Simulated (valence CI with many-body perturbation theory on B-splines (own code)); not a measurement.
Valence orbitals of Pt¹³⁺

Method: relativistic CI+MBPT: five valence electrons over a frozen Dirac-Fock core [Kr] 4d10 4f14, a basis of 11 s, 11 p, 10 d, 8 f, 5 g, 2 h functions for each j, with the one-electron correlation potential Σ1 (screened to all orders), the two-electron term Σ2, the three-electron term Σ3, Breit, model QED; selected single and double excitations, second order for the rest, scaled by the run's own slope (own B-spline code, finite nucleus).

No measured spectrum was set against this ion. As an estimate, levels hold to about 250 cm⁻¹ or 0.2 % of their energy and the worst to 1 %, as in measured heavy ions of charge 2 to 7. The list stops below the first excitations out of the core. Only levels of the ground parity were solved; by the run's estimate the other parity begins above the list, which can be wrong where configurations are misplaced.

These are the spectroscopic orbitals of the CI (the correlating ones are not listed), shaped by the core and the other valence electrons. h is the expectation value of the core's Dirac-Fock operator, without the valence repulsion; Σ1 is computed up to l = 3 at one energy for each symmetry, that of its lowest orbital but kept below the first core excitation, so for empty shells it is not the orbital's own correlation shift; Breit and QED include the response of the core.

```csv
Orbital,h (hartree),Σ1 (cm⁻¹),Breit (cm⁻¹),QED (cm⁻¹),⟨r⟩ (bohr)
5s1/2,-16.056,-22733,2496,2211,0.9043
6s1/2,-9.0339,-6105,917,802,1.647
7s1/2,-5.8224,-2615,436,385,2.606
8s1/2,-4.0735,-1402,247,218,3.772
9s1/2,-3.011,-848,154,136,5.152
10s1/2,-2.3166,-554,102,90.3,6.745
5p1/2,-14.559,-19900,3683,111,0.9519
6p1/2,-8.3451,-5391,1343,38.1,1.748
7p1/2,-5.4562,-2420,667,18.9,2.746
8p1/2,-3.8548,-1328,386,10.9,3.954
9p1/2,-2.8701,-815,244,6.9,5.376
10p1/2,-2.2206,-539,164,4.6,7.012
5p3/2,-13.759,-16486,1944,261,1.013
6p3/2,-8.0056,-4704,738,97.2,1.828
7p3/2,-5.2771,-2155,413,49.4,2.844
8p3/2,-3.7484,-1197,242,28.8,4.071
9p3/2,-2.8017,-740,154,18.3,5.511
10p3/2,-2.1739,-491,104,12.4,7.165
5d3/2,-11.406,-11450,1054,-73.1,1.139
6d3/2,-6.8965,-3651,434,-30.7,2.051
7d3/2,-4.6692,-1809,236,-16.8,3.148
8d3/2,-3.3779,-1050,143,-10.2,4.458
9d3/2,-2.5591,-669,93.7,-6.7,5.981
5d5/2,-11.262,-10860,626,-12.1,1.158
6d5/2,-6.8311,-3523,258,-5.7,2.073
7d5/2,-4.6331,-1754,144,-3.2,3.175
8d5/2,-3.3557,-1020,87.5,-2.0,4.489
9d5/2,-2.5445,-651,57.2,-1.3,6.017
5f5/2,-8.4921,-5316,89.6,-35.9,1.449
6f5/2,-5.513,-2435,51.3,-19.2,2.475
7f5/2,-3.8871,-1372,31.4,-11.4,3.704
8f5/2,-2.8908,-857,20.6,-7.3,5.144
5f7/2,-8.4616,-5205,-38.5,-21.5,1.456
6f7/2,-5.4975,-2396,-19.2,-11.7,2.484
7f7/2,-3.8781,-1353,-10.8,-7.0,3.713
8f7/2,-2.8852,-846,-6.8,-4.5,5.155
5g7/2,-6.3533,,4.3,0.9,1.848
6g7/2,-4.4307,,3.2,0.8,2.979
7g7/2,-3.2525,,2.1,0.5,4.335
5g9/2,-6.3543,,-1.9,2.0,1.847
6g9/2,-4.4312,,-3.4,1.4,2.978
7g9/2,-3.2527,,-3.3,0.9,4.335
6h9/2,-4.2885,,,,2.772
6h11/2,-4.2883,,,,2.772
```

Among the shells of the start configuration 5s2 5p3, Σ1 is largest in size for 5s1/2, where it is 0.65 % of h.

Lowest root of each symmetry, sizes in configuration state functions:

| J | Parity | Roots | Reference | Variational | Second order | Change by selected CI (cm⁻¹) | Change by second order (cm⁻¹) |
| --- | --- | --- | --- | --- | --- | --- | --- |
| 1/2 | odd | 1 | 68 | 16060 | 636859 | -9062 | -46 |
| 3/2 | odd | 2 | 107 | 27575 | 1161289 | -8092 | -45 |
| 5/2 | odd | 1 | 103 | 24712 | 1269125 | -8144 | -68 |
